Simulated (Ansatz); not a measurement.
One change: `C[O][AlH][F]` becomes `C[O][AlH][GeH3]`.

Ansatz, PBE0-D4/def2-TZVP geometries, multiplicity 1. Each molecule was computed in one conformer, which needn't be the lowest.

Scalar relativity is left out up to krypton.

| property | `C[O][AlH][F]` |
| --- | --- |
| HOMO–LUMO gap (PBE0/def2-TZVPP) / eV | 8.04 |
| HOMO energy (ωB97M-V/def2-TZVPP) / eV | -10.89 |
| HOMO energy (PBE/def2-TZVPP) / eV | -6.94 |
| size of the dipole moment (PBE/def2-TZVPP) / D | 1.14 |
| HOMO–LUMO gap (B3LYP/def2-TZVPP) / eV | 7.56 |
| LUMO energy (PBE0/def2-TZVPP) / eV | -0.42 |

(1) Give the same properties after the change, and the shifts. (Best estimate.)

Answers

(1) The calculation gave: 
| property | `C[O][AlH][GeH3]` | shift |
| --- | --- | --- |
| HOMO–LUMO gap (PBE0/def2-TZVPP) / eV | 6.07 | -1.97 |
| HOMO energy (ωB97M-V/def2-TZVPP) / eV | -9.48 | 1.41 |
| HOMO energy (PBE/def2-TZVPP) / eV | -6.26 | 0.68 |
| size of the dipole moment (PBE/def2-TZVPP) / D | 0.81 | -0.33 |
| HOMO–LUMO gap (B3LYP/def2-TZVPP) / eV | 5.69 | -1.87 |
| LUMO energy (PBE0/def2-TZVPP) / eV | -1.37 | -0.95 |

With PBE0 the HOMO rises by 1.03 eV and the LUMO falls by 0.95 eV, so the gap narrows by about 1.98 eV. PBE moves the HOMO by 0.68 eV and ωB97M-V by 1.41 eV. Dipoles are sizes alone; their direction can turn.

B3LYP here is the variant with VWN-RPA as its local correlation; programs differ in this.
